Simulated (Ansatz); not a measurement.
Reaction (formal exchange of groups at a Ga–C bond): `N#[C][GaH][Cl]` + `C=CC` → `C=C[CH2][GaH][Cl]` + `C#N`

Isolated molecules relaxed with PBE0-D4/def2-TZVP in Ansatz; ΔE leaves out vibrations. CBS: MP2 limit from def2 TZ/QZ plus the TZ coupled-cluster correction, frozen cores. This one scheme is used for every species. Functionals use def2-TZVPP. For Ga outer-core shells are correlated without core-valence functions, which leaves a few kJ/mol of doubt a bond. Scalar relativity is left out up to krypton. One conformer a species, not always the lowest.

| level | ΔE (kcal/mol) |
| --- | --- |
| CAM-B3LYP-D4 | 11.4 |
| PBE0 | 11.0 |
| CCSD/def2-TZVPP | 12.0 |
| HF/def2-QZVPP | 16.6 |

(1) What does CCSD(T)/CBS give? (Estimate.)

(2) What do rigid-rotor, harmonic-oscillator terms from PBE0-D4/def2-TZVP frequencies (298.15 K, 1 bar) make of the CCSD(T)/CBS value? (Estimate.)

Largest T1 diagnostic among the species: 0.014.

Answers

(1) Computed: +9.8 kcal/mol. The listed levels differ from it by 1.6, 1.2, 2.2, 6.8 kcal/mol.

(2) Ansatz gave: ΔZPE = -0.8 kcal/mol, ΔH = +9.3 kcal/mol, ΔS = -12 J/(mol·K), ΔG = +10.1 kcal/mol. Modes under 50 cm⁻¹ make the entropy rough.

At CCSD(T), def2-SVP lies +2.9 kcal/mol from the extrapolated value and def2-TZVPP +1.4 kcal/mol. In def2-TZVPP, CCSD(T) changes the Hartree–Fock value by −5.2 kcal/mol (the triples alone add −0.7 kcal/mol) and MP2 by −6.0 kcal/mol. The D4 term adds −2.1 kcal/mol with B3LYP and −1.2 kcal/mol with PBE0; it sums over pairs of atoms, weighted by their polarisabilities, and B3LYP, whose exchange is more repulsive, gets the larger term.

B3LYP here is the variant with VWN-RPA as its local correlation; programs differ in this.
